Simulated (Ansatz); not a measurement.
System: ZnCl (charge +1, singlet). 
Structure (B3LYP-D3(BJ)/def2-TZVP (Ansatz, a quantum-chemistry and plane-wave program) minimum search):
```xyz
2

Zn     0.0000     0.0000    -0.7498
Cl     0.0000     0.0000     1.3232
```
Charge +1, spin multiplicity 1.

Property: vertical electron affinity (to the doublet state of charge +0; a negative value means that the extra electron is unbound and the number depends on the basis; each state is the SCF solution reached for its spin), in eV. Correlated levels leave the core frozen unless marked. UHF or UKS for open shells. No spin-orbit coupling. The frozen core is the preceding noble-gas configuration, with the filled d and f shells of earlier blocks. No relativistic terms. CBS marks a two-point X^-3 extrapolation of the correlation energy; Hartree-Fock from the larger set.

| level | program | vertical electron affinity (eV) |
|---|---|---|
| SVWN5/def2-TZVPD | Ansatz | 9.04 |
| PBE/def2-TZVPD | Ansatz | 8.85 |
| r2SCAN/def2-TZVPD | Ansatz | 9.00 |
| B3LYP/def2-TZVPD | Ansatz | 8.94 |

**Question.** Estimate the value at CCSD(T)/CBS(def2-TZVPPD,def2-QZVPPD) as computed with Ansatz.

**Answer.** 8.81 eV
